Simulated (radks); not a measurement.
Results of a calculation; reference values are marked as such.
Problem. Species: the phosphorus ion P+. Configuration: [Ne] 3s2 3p2. Code: a radial shooting solver on a logarithmic mesh with Libxc functionals. Model: non-relativistic Kohn-Sham, PBE, spin-polarised, spherical densities, point nucleus; open shells are filled with parallel spins first. Some entries of the table are withheld. Estimate them.

orbital,occ.,eigenvalue (eV),<1/r> (bohr^-1),<r^2> (bohr^2)
1s up,1,-2088.532,14.56,0.01454
1s down,1,-2088.293,14.56,0.01454
2s up,1,-183.5990,2.807,0.3243
2s down,1,-183.3479,2.806,0.3241
2p up,3,-135.1104,2.707,0.2960
2p down,3,-134.7694,2.706,0.2956
3s up,1,-24.0502,0.7471,3.819
3s down,1,-21.8077,0.7504,3.866
3p up,2,(1),0.6332,5.243
3p down,0,(2),0.6246,5.537
3d up,0,-4.3679,0.3595,15.48

Solution. 
(1) 3p up eigenvalue (eV): -15.0290
(2) 3p down eigenvalue (eV): -12.8663
